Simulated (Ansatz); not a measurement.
Ideal-gas functions of `FC1(F)N[SiH2]1` at 800 K and 1 bar, from an Ansatz frequency run at PBE0-D4/def2-TZVP.

Molar mass 95.12 g/mol, point group C1 (symmetry number 1), electronic degeneracy 1, moments of inertia 72.589, 153.012, 175.157 u Å². Harmonic wavenumbers (cm⁻¹, unscaled): 89, 266, 387, 477, 521, 547, 651, 689, 717, 812, 965, 1018, 1088, 1195, 1315, 2243, 2258, 3623.

Use S(trans) = R[1.5 ln M + 2.5 ln T − 1.1517]; rotational temperatures θ = 24.2544 K / I; S(rot) = R[ln(√π/σ · √(T³/θAθBθC)) + 1.5]; for each mode x = 1.438777 ν̃/T, S = R[x/(eˣ − 1) − ln(1 − e⁻ˣ)] and H = RT x/(eˣ − 1); 1 cm⁻¹ = 0.0119627 kJ/mol; R = 8.31446 J/(mol·K).

Problem. By hand: the entropy, in J/(mol·K).

Solution. Translation 186.2. Rotation: θ = 0.3341, 0.1585, 0.1385 K, giving 121.0. Vibration, mode by mode: 23.56, 14.52, 11.49, 9.84, 9.15, 8.78, 7.46, 7.04, 6.75, 5.87, 4.70, 4.36, 3.94, 3.39, 2.86, 0.75, 0.74, 0.09, in all 125.3. Electronic 0.0. Sum 432.5 J/(mol·K).

Problem. By hand: H − E and G − E in kJ/mol, counted from the electronic energy.

Solution. Zero-point energy ½ × 18861 × 0.0119627 = 112.8; thermal vibration 52.6; translation, rotation and pV give 4 RT = 26.6. H − E = 192.0 kJ/mol, and G − E = 192.0 − 800 × 432.5/1000 = -154.0 kJ/mol.

Vibration gives 29 % of the entropy, 23.6 J/(mol·K) of it from the mode under 150 cm⁻¹: soft modes count most, and the harmonic formula is weakest for them. The sum counts one conformer and one mirror image; others add a mixing term.
